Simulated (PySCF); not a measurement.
PySCF input for Si(Br)(Me) (CH3BrSi), SMILES C[Si]Br (connectivity only; charge and spin as stated), neutral, multiplicity 1, PBE0/pcSseg-2. Coordinates come from a PBE-D3(BJ)/def2-TZVP optimisation.

```python
import numpy as np
from pyscf import gto, scf, dft
from pyscf.prop.nmr import rks as nmr

mol = gto.M(
    atom='''
    Si    0.83686935    1.08400787   -0.00000000
    Br   -0.11041023   -0.99521286    0.00000000
    C    -0.76103503    2.11720944    0.00000000
    H    -0.53509119    3.19414901    0.00000000
    H    -1.37525576    1.87946715   -0.88451390
    H    -1.37525576    1.87946715    0.88451390
    ''',
    basis='pcSseg-2',
    charge=0,
    spin=0,
    max_memory=1600,
    verbose=3,
)
mf = dft.RKS(mol, xc='pbe0').density_fit(auxbasis='def2-universal-jkfit')
mf.grids.level = 3
mf.conv_tol = 1e-10
mf.max_cycle = 100
mf.kernel()
n = nmr.NMR(mf)
n.verbose = 2
n.max_cycle_cphf = 60
sigma = n.kernel()
print('atom   isotropic/ppm   span/ppm')
for i, s in enumerate(sigma):
    w = np.linalg.eigvalsh((s + s.T) / 2)
    print(f'{mol.atom_symbol(i):2s}{i + 1:3d} {w.mean():14.3f} {w[2] - w[0]:11.3f}')
```

Output:

```
converged SCF energy = -2903.17118850981
atom   isotropic/ppm   span/ppm
Si  1       -288.449    1383.979
Br  2       1526.782    2444.496
C   3        138.369      95.850
H   4         28.359       3.482
H   5         30.113       7.940
H   6         30.113       7.940
```

The run converged.
